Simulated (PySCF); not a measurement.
Gas-phase reaction: InH3 + HCl ⇌ InH2Cl + 2 H

Computed with PySCF (xtb for GFN2) and rigid-rotor harmonic-oscillator thermochemistry at 1 bar. † marks an energy on the PBE0/def2-TZVP geometry and frequencies; other levels use their own. CCSD(T) freezes the core. Open shells (unrestricted): H (multiplicity 2); the rest are closed-shell singlets. GFN2 has no spin-polarisation term. In: scalar-relativistic def2 core potential, no spin-orbit coupling. InH3, InH2Cl: computed as isolated molecules; such fragments, hydroxides, amides, oligomers or adducts are transient or little studied in the gas. CCSD(T) isn't extrapolated to the basis-set limit.

```
level              ΔH°(298 K), kJ
-----------------  --------------
CCSD(T)/def2-SVP†             305
GFN2-xTB                        …
PBE0/def2-QZVP†               305
PBE0/def2-SVP†                  …
LDA/def2-TZVP†                344
```

What belongs in the gaps?


- GFN2-xTB, ΔH°(298 K), kJ: 368
- PBE0/def2-SVP†, ΔH°(298 K), kJ: 296
